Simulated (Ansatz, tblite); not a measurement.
Cost and result up the ladder for HfH4 (5 atoms). The state is a singlet with charge 0. Geometry: B3LYP-D4/def2-TZVP.

```xyz
5

Hf    0.000    0.000    0.000
H    -0.472   -0.855    1.568
H    -1.002    1.541   -0.187
H    -0.321   -1.121   -1.433
H     1.795    0.435    0.052
```

Ansatz on 4 threads of Arm Neoverse V1 on a shared host; xTB runs through tblite on one thread. Times are rough, summed over both states, and most runs start from the orbitals of an earlier one. PBE0-D4/def2-TZVP serves as the yardstick here, not as an exact answer. The other state is a triplet.

In the def2 sets Hf takes a core potential; there is no spin–orbit coupling. The xTB rows come from tblite. HOMO above LUMO, or a gap near zero within one spin, warns that the state may not be the lowest or that an electron is smeared out.

xTB has no spin-polarisation term.

```
                          level  functions  wall time
                       GFN2-xTB         13    0.004 s
                       GFN1-xTB         17    0.005 s
               PBE-D4/def2-TZVP         64      1.4 s
            r2SCAN-D4/def2-TZVP         64        3 s
PBE0-D4/def2-TZVP (with forces)         64        3 s
```

**Question.** Estimate what each level gives for the vertical triplet (eV).

**Answer.** 
```json
{"level": "GFN2-xTB", "vertical triplet (eV)": "5.10", "difference from PBE0-D4/def2-TZVP (eV)": "1.05", "remarks": "–"}
{"level": "GFN1-xTB", "vertical triplet (eV)": "4.91", "difference from PBE0-D4/def2-TZVP (eV)": "0.85", "remarks": "–"}
{"level": "PBE-D4/def2-TZVP", "vertical triplet (eV)": "3.69", "difference from PBE0-D4/def2-TZVP (eV)": "-0.36", "remarks": "gap within one spin near zero (triplet)"}
{"level": "r2SCAN-D4/def2-TZVP", "vertical triplet (eV)": "3.89", "difference from PBE0-D4/def2-TZVP (eV)": "-0.16", "remarks": "–"}
{"level": "PBE0-D4/def2-TZVP (with forces)", "vertical triplet (eV)": "4.06", "difference from PBE0-D4/def2-TZVP (eV)": "0.00", "remarks": "–"}
```
